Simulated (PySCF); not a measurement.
Removing an electron from `CC(C)[Si@H](O)C#C[SiH3]`

Species: C₅H₁₂OSi₂.
Geometry (PBE0-D3(BJ)/def2-SVP, Å), atoms numbered from 1 in this order:
```
atom  x, y, z in Å
C1    -1.920    1.287   -0.459
C2    -2.011   -0.129    0.109
C3    -1.673   -0.181    1.598
Si4   -0.936   -1.321   -0.871
O5    -1.028   -2.881   -0.290
C6     0.813   -0.738   -0.754
C7     1.964   -0.335   -0.632
Si8    3.681    0.288   -0.457
H9    -2.195    1.325   -1.525
H10   -0.897    1.688   -0.366
H11   -2.593    1.973    0.081
H12   -3.043   -0.501   -0.030
H13   -2.339    0.477    2.181
H14   -0.638    0.152    1.783
H15   -1.776   -1.200    2.002
H16   -1.345   -1.367   -2.301
H17   -0.401   -3.114    0.400
H18    4.345   -0.404    0.686
H19    3.651    1.757   -0.198
H20    4.443    0.019   -1.710
```

Level: B3LYP/def2-SVPD (PySCF). Frontier orbitals with their largest atomic shares (Löwdin; up to four atoms above 4 %):

```
orbital  ε (eV)                            main atoms
 HOMO−3   -9.32   C2 22 %, H12 14 %, C1 12 %, C3 12 %
 HOMO−2   -8.19    C6 27 %, C7 24 %, O5 11 %, Si4 8 %
 HOMO−1   -8.00     C6 38 %, C7 38 %, Si8 7 %, O5 5 %
   HOMO   -7.60                                     ?
   LUMO   -1.03  C7 26 %, C6 25 %, Si4 13 %, Si8 12 %
 LUMO+1   -0.78   C7 28 %, C6 28 %, Si8 16 %, Si4 9 %
 LUMO+2    0.03    Si8 26 %, C7 11 %, Si4 8 %, O5 8 %
```

Question: What vertical ionisation energy does ΔSCF give, and how far is −ε(HOMO) from it?

Answer: ΔSCF: 9.39 eV (906 kJ/mol; threshold wavelength 132 nm); ⟨S²⟩ of the doublet left behind is 0.755, against 0.75 for a pure doublet. −ε(HOMO) is 7.60 eV, 1.79 eV below it. In exact Kohn–Sham theory the two would be equal; B3LYP (global hybrid, 20 % exact exchange) falls short of its own ΔSCF value by 19 %.

Question: On which atoms does the HOMO lie?

Answer: C2 (sp3 carbon bound to silicon) 21 %, C7 (alkyne carbon) 15 %, C6 (alkyne carbon) 14 %, Si4 (oxygen-bound silicon) 13 %, so no atom holds as much as 40 %. The HOMO−1 lies 0.40 eV lower.

Question: With α = 120.0 au, estimate the like-pair dispersion coefficient by London's formula C6 = (3/4)α²I.

Answer: I = 0.3452 Eh, so C6 ≈ 3730 au, a rough estimate.

Question: What kinetic energy would electrons from this vertical process carry with 118.2 nm light (10.49 eV)?

Answer: 10.49 − 9.39 = 1.10 eV.

Geometry: PBE0-D3(BJ)/def2-SVP, one conformer, isolated molecule.
